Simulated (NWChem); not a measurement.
What each level costs for H3B

```
B
H 1 1.2044
H 1 1.2044 2 120.00
H 1 1.2044 2 120.00 3 180.00
```
Charge 0, spin multiplicity 1.

Everything below was run with NWChem. The geometry was optimised at B3LYP/def2-SVP, a minimum by its harmonic frequencies.

Basis set: def2-QZVP (147 functions). Each entry is one whole single-point run; the coupled-cluster runs use the TCE module, and the SCF and DFT modules converge to different thresholds.

The correlated methods keep 1 core orbital frozen. B3LYP has NWChem's definition, with VWN1-RPA local correlation. The structure started from a generated list of species.

### Question
Roughly how much processor time does each of these take, relative to RHF: MP2, B2PLYP, PBE, B3LYP, BP86, CR-CCSD(T)?

### Answer
B3LYP about the same, within a factor of 3; BP86 about the same, within a factor of 3; PBE about the same, within a factor of 3; B2PLYP about the same, within a factor of 3; MP2 about the same, within a factor of 3; CR-CCSD(T) about 20 (rough ratios from shared machines).
